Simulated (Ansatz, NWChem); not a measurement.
From NWChem to Ansatz

NWChem 7.3.0 runs this on CH4ClGeO (SMILES [CH3][Ge]([OH])[Cl]):

a.nw:
```
start a
memory 2200 mb
charge 0

geometry noautosym nocenter noautoz
 C      0.070000     1.235100    -0.045900
 Ge    -0.661500    -0.553500     0.272700
 O      0.714600    -1.504600     0.880000
 Cl    -1.247100    -1.432100    -1.639400
 H      0.419500     1.652400     0.898100
 H      0.906900     1.122600    -0.737600
 H     -0.694800     1.876200    -0.480900
 H      0.584600    -2.453200     0.797100
end

basis spherical bse
 * library 6-31G*
end

dft
 xc b3lyp
 mult 2
 grid xfine
 convergence energy 1e-08
 iterations 100
 mulliken
end

task dft gradient
```

```bash
$ nwchem a.nw > a.out
```

The coordinates come from a PBE0-D4/def2-TZVP relaxation. This is one conformer, not always the lowest.

It gives a total energy of -2652.727995 Eh.

Problem. Translate the job to Ansatz 0.2.0 as an input file of the program's own, asking for the energy.

Solution. For example:

run.yaml:
```yaml
crystal:
  periodic: [false, false, false]
  atoms:
    - {symbol: C, position_ang: [0.070000, 1.235100, -0.045900]}
    - {symbol: Ge, position_ang: [-0.661500, -0.553500, 0.272700]}
    - {symbol: O, position_ang: [0.714600, -1.504600, 0.880000]}
    - {symbol: Cl, position_ang: [-1.247100, -1.432100, -1.639400]}
    - {symbol: H, position_ang: [0.419500, 1.652400, 0.898100]}
    - {symbol: H, position_ang: [0.906900, 1.122600, -0.737600]}
    - {symbol: H, position_ang: [-0.694800, 1.876200, -0.480900]}
    - {symbol: H, position_ang: [0.584600, -2.453200, 0.797100]}
basis:
  gaussian:
    orbitals: 6-31G_st_-spherical.json
magnetization:
  spin_polarized: true
  initial_magnetization: 1
output:
  orbitals: {seedname: orbitals}
accuracy: high
hamiltonian:
  xc: {name: B3LYP}
```

```bash
$ ansatz run run.yaml --threads 1 --pin off --max-ram 3480MiB --events-out events.jsonl --progress --plain --runs-dir runs
```

(Basis files named in the input come from the Basis Set Exchange and aren't shown.)

Its energy is -2652.727995 Eh, the same as the first but for the last digit, at most.
